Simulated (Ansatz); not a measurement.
SiSe, closed-shell singlet (the spin of the measured ground state), most abundant isotopes (27.9769 and 79.9165 u). Constants from fifth-degree fits in 1/R to seven points on the lowest solution found; no spin–orbit coupling, no relativity up to Kr; ω_e x_e and α_e move by some per cent with the fit.

Correlated levels freeze the inner cores; with def2 sets outer-core shells near the valence are correlated too.

The values were computed with Ansatz (a program for electronic structure). Values without a source in brackets are computed.

Total energies (hartree; each atom in its lowest state at that level) and vibrational constants (cm⁻¹):

| level | E(SiSe) at r_e | E(Si) | E(Se) | ω_e | ω_e x_e |
|---|---|---|---|---|---|
| PBE/def2-TZVPP | -2690.561551 | -289.222893 | -2401.124886 | 561 | 1.5 |
| B3LYP/def2-TZVPP | -2691.120151 | -289.392085 | -2401.525648 | 577 | 1.5 |
| wB97M-V/def2-TZVPP | -2690.916856 | -289.352501 | -2401.357930 | 613 | 1.4 |
| CCSD(T)/def2-QZVPP | -2689.531090 | -288.938388 | -2400.386812 | 583 | 1.6 |

Problem. Work out D_e and D₀ in eV.

Solution. 
D_e = E(Si) + E(Se) − E(molecule), times 27.2114 eV; D₀ = D_e − (ω_e/2 − ω_e x_e/4)/8065.54.
- PBE/def2-TZVPP: D_e = 5.817, zero point 0.035, D₀ = 5.782 eV
- B3LYP/def2-TZVPP: D_e = 5.508, zero point 0.036, D₀ = 5.472 eV
- wB97M-V/def2-TZVPP: D_e = 5.617, zero point 0.038, D₀ = 5.579 eV
- CCSD(T)/def2-QZVPP: D_e = 5.603, zero point 0.036, D₀ = 5.566 eV
No counterpoise correction is made.
